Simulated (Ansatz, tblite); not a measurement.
Cost and result up the ladder for BMe2I (C₂H₆BI) (10 atoms). The state is a singlet with charge 0. Geometry: PBE0-D4/def2-SVP.

| atom | x (Å) | y (Å) | z (Å) |
| --- | --- | --- | --- |
| B1 | -0.3800 | -0.2593 | -0.1580 |
| C2 | 0.4603 | 0.5218 | -1.2153 |
| H3 | 1.2667 | -0.1678 | -1.5337 |
| H4 | 0.9611 | 1.4015 | -0.7805 |
| H5 | -0.0873 | 0.8079 | -2.1230 |
| C6 | -0.0775 | -0.2618 | 1.3727 |
| H7 | -0.6462 | 0.5881 | 1.7986 |
| H8 | 0.9845 | -0.0625 | 1.5877 |
| H9 | -0.4098 | -1.1617 | 1.9073 |
| I10 | -2.0720 | -1.4062 | -0.8558 |

Ansatz on 4 threads of Intel Xeon Platinum 8488C on a shared host; xTB runs through tblite on one thread. Times are rough, summed over both states, and most runs start from the orbitals of an earlier one. PBE0-D4/def2-TZVP serves as the yardstick here, not as an exact answer. The other state is a triplet.

In the def2 sets I takes a core potential; there is no spin–orbit coupling. The xTB rows come from tblite.

xTB has no spin-polarisation term.

```
                          level  functions  wall time  vertical triplet (eV)  difference from PBE0-D4/def2-TZVP (eV)
                       GFN2-xTB         27    0.007 s                   4.80                                    0.21
                       GFN1-xTB         33     0.01 s                   4.75                                    0.16
               PBE-D4/def2-TZVP        179      2.5 s                   4.36                                   -0.23
            r2SCAN-D4/def2-TZVP        179      4.3 s                   4.44                                   -0.15
PBE0-D4/def2-TZVP (with forces)        179      5.7 s                   4.59                                    0.00
```
